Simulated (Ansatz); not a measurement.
A structure relaxed at r2SCAN-D4/def2-SVP in Ansatz, charge 1, singlet:

```xyz
6

Al    0.629   -1.233    0.348
Al   -0.329    0.918    1.041
Al    0.155    0.498   -1.328
S    -1.006    2.251   -0.605
S    -0.158   -0.843    2.389
S     0.710   -1.592   -1.845
```

(1) Give its formula and point group.

(2) Summarise the bond lengths by kind (pairs closer than 1.2 times the sum of covalent radii, bridged metal pairs left out).

Answers

(1) the cluster Al₃S₃⁺. Point group C3v (tolerance 0.1 Å).

(2) 6 × Al–S 2.22 Å.

Another isomer (singlet) lies 0.64 eV lower at PBE0-D4/def2-TZVP; other spin states weren't run for this one.
